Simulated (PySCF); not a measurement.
1-chloro-3-methylbuta-1,2-diene (C₅H₇Cl), SMILES CC(C)=C=CCl.

Coordinates come from a r2SCAN-D4/def2-SVP optimisation.

Two levels are set side by side: PBE/def2-TZVP (PySCF) and PBE0/def2-TZVP (PySCF). Same geometry, gas phase. Differences are taken from unrounded values.

| quantity | PBE0 |
|---|---|
| orbital gap (eV) | 6.67 |
| highest occupied level (eV) | -7.13 |
| lowest empty level (eV) | -0.45 |
| dipole moment (D) | 2.57 |
| mean polarisability (bohr³) | 78.9 |

Q: What does PBE give, and how far is it from PBE0? (Estimate from the structure and the level; the computed values follow.)

A: 
| quantity | PBE | PBE minus PBE0 |
|---|---|---|
| orbital gap (eV) | 4.50 | -2.17 |
| highest occupied level (eV) | -5.94 | 1.19 |
| lowest empty level (eV) | -1.44 | -0.99 |
| dipole moment (D) | 2.49 | -0.08 |
| mean polarisability (bohr³) | 81.2 | 2.3 |

Without exact exchange PBE keeps part of each electron's self-repulsion, which lifts occupied levels and narrows the gap. Differences between two approximate levels are no errors against the true value.

Rough cost on one machine, each run with all the roots and properties that it gave: PBE0 against PBE within a factor of 2.
